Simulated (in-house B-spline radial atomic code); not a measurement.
Computed with a B-spline radial atomic code. Model: two electrons, singlet ground state, non-relativistic, full CI in B-splines with partial waves to l = 8 (at full coupling up to 3e-4 hartree above the limit, correlation up to 0.6 % small), density held at that of full coupling by Lieb maximisation.

W(λ) is the mean repulsion in the state of coupling λ less the Hartree energy of the fixed density. Its start is exact exchange, its initial slope is twice the second-order Görling-Levy correlation energy, and its area from 0 to 1 is E_xc. A straight curve means weak, dynamic correlation, and a curve that drops fast and flattens means strong correlation.

Command:
```bash
python run_ac.py task.json out
```
Settings (lengths in bohr, energies in hartree):
```
potential              dot
strength               0.0446
lmax                   8
second                 0.3
```

Run time, properties included: 40 s on 1 thread of Intel(R) Xeon(R) Processor @ 2.30GHz, on a shared host.

**W = mean repulsion less Hartree energy, and W of three functionals.**

Given: confinement charge in harmonic well; well frequency 0.0446 hartree; nuclear charge 0.3; external potential omega^2 r^2/2 - Z/r.

Computed: LDA exchange minus exact 24.524 millihartree; PBE exchange minus exact 5.9854 millihartree.

```tsv
coupling	W xc (hartree)	W xc minus exchange (millihartree)	kinetic minus Kohn-Sham (millihartree)	LDA (PW92) W minus its exchange (millihartree)	PBE W minus its exchange (millihartree)	SCAN W minus its exchange (millihartree)
0	-0.16828	0	0	0	0	0
0.02	?	?	?	?	?	?
0.05	-0.17267	-4.386	0.11	-14.62	-5.59	-4.28
0.12	-0.1779	-9.619	0.55	-25.22	-12.18	-9.29
0.25	-0.18552	-17.242	1.93	-37.7	-21.52	-16.66
0.4	?	?	?	?	?	?
0.6	-0.19827	-29.987	7.11	-56.02	-37.09	-29.53
0.8	-0.20283	-34.544	10.28	-62.41	-42.83	-34.33
1	-0.2063	-38.022	13.39	-67.34	-47.33	-38.05
1.4	-0.2113	-43.014	19.31	-74.6	-54.06	-43.44
2	-0.2161	-47.823	27.37	-81.94	-60.94	-48.57
3	-0.22087	-52.585	39.06	-89.66	-68.26	-53.4
4.5	-0.22488	-56.603	53.83	-96.64	-74.92	-57.06
```

Question: What belongs in the row 0.02?

Answer: W xc (hartree): -0.17011; W xc minus exchange (millihartree): -1.827; kinetic minus Kohn-Sham (millihartree): 0.02; LDA (PW92) W minus its exchange (millihartree): -7.78; PBE W minus its exchange (millihartree): -2.32; SCAN W minus its exchange (millihartree): -1.8.

Question: What belongs in the row 0.4?

Answer: W xc (hartree): -0.19201; W xc minus exchange (millihartree): -23.731; kinetic minus Kohn-Sham (millihartree): 4.02; LDA (PW92) W minus its exchange (millihartree): -47.21; PBE W minus its exchange (millihartree): -29.4; SCAN W minus its exchange (millihartree): -23.11.

Question: What is the SCAN exchange minus exact?

Answer: 0.645 millihartree.

**Energy parts, natural occupations and partial-wave weights.**

Computed: total energy 0.1293 hartree; exchange energy -0.16828 hartree; correlation energy -0.02463 hartree; kinetic part of the DFT correlation energy 0.013392 hartree; initial slope twice GL2 -0.093796 hartree; kinetic part over minus potential part 0.35221; Lieb Oxford ratio E_xc over LDA exchange 1.3419.

```csv
natural,occupation of the shell (electrons)
s,1.801
p,?
s,0.04062
d,0.00061105
p,0.00029245
f,7.0262e-05
```

Question: What belongs in the row p?

Answer: occupation of the shell (electrons): 0.15729.

```
wave      weight
   s     0.92083
   p      0.0788
   d  0.00032024
   f           ?
   g  8.6119e-06
```

Question: What belongs in the row f?

Answer: weight: 3.9035e-05.

Question: What is the Kohn-Sham kinetic?

Answer: 0.06948 hartree.

Question: What is the Hartree energy?

Answer: 0.33656 hartree.

Half-way to full coupling W has made 71 % of its drop, against 50 % for a straight line, and second-order (GL2) theory, half the initial slope, overshoots the correlation energy by about 90 %: correlation is strong. Over couplings 0 to 1 the errors in E_xc come to about +1.6 millihartree for LDA, +0.1 millihartree for PBE, +1.0 millihartree for SCAN, so PBE is nearest. In LDA and PBE the errors of exchange and correlation have opposite signs, so the sum is smaller than the larger of the two.
